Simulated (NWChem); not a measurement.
System: fluoroethylene carbonate (C₃H₃FO₃); SMILES O=C1O[C@H](CO1)F

Here is an NWChem input.

```
start job
memory heap 200 mb stack 900 mb global 1100 mb
geometry units angstroms noautosym nocenter noautoz
  O     -0.618520    -2.196206     0.227137
  C     -0.182492    -1.115258     0.036933
  O      1.064466    -0.703025     0.325170
  C      1.261869     0.612440    -0.146117
  C     -0.154937     1.094202    -0.434796
  F     -0.629668     1.831882     0.601273
  O     -0.874760    -0.085828    -0.535194
  H      1.741111     1.223297     0.630220
  H      1.888438     0.596268    -1.051765
  H     -0.279081     1.679101    -1.357714
end
basis spherical
  O library def2-svp
  C library def2-svp
  F library def2-svp
  H library def2-svp
end
dft
  xc m05-2x
  iterations 150
end
cosmo
  do_cosmo_smd true
  solvent acetntrl
end
task dft energy
```

Excerpt of the output:

```
             Northwest Computational Chemistry Package (NWChem) 7.3.0
             --------------------------------------------------------

                             Geometry "geometry" -> ""
                             -------------------------

 Output coordinates in angstroms (scale by  1.889725989 to convert to a.u.)

  No.       Tag          Charge          X              Y              Z
 ---- ---------------- ---------- -------------- -------------- --------------
    1 O                    8.0000    -0.61852000    -2.19620600     0.22713700
    2 C                    6.0000    -0.18249200    -1.11525800     0.03693300
    3 O                    8.0000     1.06446600    -0.70302500     0.32517000
    4 C                    6.0000     1.26186900     0.61244000    -0.14611700
    5 C                    6.0000    -0.15493700     1.09420200    -0.43479600
    6 F                    9.0000    -0.62966800     1.83188200     0.60127300
    7 O                    8.0000    -0.87476000    -0.08582800    -0.53519400
    8 H                    1.0000     1.74111100     1.22329700     0.63022000
    9 H                    1.0000     1.88843800     0.59626800    -1.05176500
   10 H                    1.0000    -0.27908100     1.67910100    -1.35771400

 Effective nuclear repulsion energy (a.u.)     324.5726546416

                                 NWChem DFT Module
                                 -----------------

 Summary of "ao basis" -> "ao basis" (spherical)
 ------------------------------------------------------------------------------
       Tag                 Description            Shells   Functions and Types
 ---------------- ------------------------------  ------  ---------------------
 O                          def2-svp                 6       14   3s2p1d
 C                          def2-svp                 6       14   3s2p1d
 F                          def2-svp                 6       14   3s2p1d
 H                          def2-svp                 3        5   2s1p

 in cosmo_initialize ...
 calling solv_data for solv:acetntrl

 solvent parameters
 solvname_short: acetntrl
 solvname_long:  acetonitrile
 dielec:       35.6880
 dielecinf:     1.8069
 nonaqueous SMD model solvent descriptors
 dielec:       35.6880
 sola:          0.0700
 solb:          0.3200
 solc:          0.0000
 solg:         41.2500
 solh:          0.0000
 soln:          1.3442

[...]

                                COSMO-SMD solvation results
                                ---------------------------

             internal energy in gas <Psi(g)|H|Psi(g)> =      -441.248826760121
         internal energy in solvent <Psi(s)|H|Psi(s)> =      -441.246132562507
                               delta internal energy  =         0.002694197614 (    1.69 kcal/mol)
   total free energy in solvent <Psi(s)|H+V/2|Psi(s)> =      -441.264071116576
 polarization energy contribution <Psi(s)|V/2|Psi(s)> =        -0.017938554069 (  -11.26 kcal/mol)
    total free energy in solvent including G(SMD-CDS) =      -441.263578114903
                       G(SMD-CDS) energy contribution =         0.000493001672 (    0.31 kcal/mol)
     1 M fixed-concentration free energy of solvation =        -0.014751354782 (   -9.26 kcal/mol)

                       DFT Final Molecular Orbital Analysis
                       ------------------------------------

 Vector   25  Occ=2.000000D+00  E=-4.278152D-01
              MO Center= -2.3D-01,  1.4D-01, -2.4D-01, r^2= 3.1D+00
   Bfn.  Coefficient  Atom+Function         Bfn.  Coefficient  Atom+Function
  ----- ------------  ---------------      ----- ------------  ---------------
    90      0.369487   7 O  pz               93      0.265512   7 O  pz
     6     -0.217852   1 O  pz               34     -0.216033   3 O  pz
    76     -0.211044   6 F  pz              109      0.209597  10 H  s
    37     -0.162495   3 O  pz               79      0.153597   6 F  pz
     9     -0.152448   1 O  pz               62     -0.150586   5 C  pz

 Vector   26  Occ=2.000000D+00  E=-3.984787D-01
              MO Center= -3.4D-01, -1.5D+00,  9.3D-02, r^2= 2.4D+00
   Bfn.  Coefficient  Atom+Function         Bfn.  Coefficient  Atom+Function
  ----- ------------  ---------------      ----- ------------  ---------------
     4      0.461496   1 O  px                7      0.308096   1 O  px
     6      0.266514   1 O  pz               32      0.185991   3 O  px
     9      0.182417   1 O  pz               89     -0.159151   7 O  py
    35      0.149322   3 O  px                5     -0.147505   1 O  py
    90      0.129637   7 O  pz               21      0.127475   2 C  px

 Vector   27  Occ=2.000000D+00  E=-3.918237D-01
              MO Center=  5.0D-01, -8.3D-01,  1.3D-01, r^2= 3.0D+00
   Bfn.  Coefficient  Atom+Function         Bfn.  Coefficient  Atom+Function
  ----- ------------  ---------------      ----- ------------  ---------------
    34      0.375902   3 O  pz               37      0.290135   3 O  pz
     6     -0.257315   1 O  pz                4      0.247697   1 O  px
   104      0.202080   9 H  s                 9     -0.198038   1 O  pz
    33      0.185984   3 O  py               48     -0.176546   4 C  pz
     7      0.173131   1 O  px               99     -0.163587   8 H  s

 Vector   28  Occ=0.000000D+00  E= 7.628680D-02
              MO Center= -1.7D-01, -1.1D+00,  2.9D-02, r^2= 2.0D+00
   Bfn.  Coefficient  Atom+Function         Bfn.  Coefficient  Atom+Function
  ----- ------------  ---------------      ----- ------------  ---------------
    20      0.557563   2 C  pz               23      0.534610   2 C  pz
     9     -0.396243   1 O  pz               59      0.348195   5 C  s
     6     -0.340595   1 O  pz              105     -0.241266   9 H  s
    49      0.229075   4 C  px               37     -0.217615   3 O  pz
    34     -0.206703   3 O  pz               93     -0.192162   7 O  pz

[...]
```

Level: M05-2X/def2-SVP, SMD on the gas-phase geometry. Structure relaxed at the PBE0/def2-SVP level. Solvent: acetonitrile.
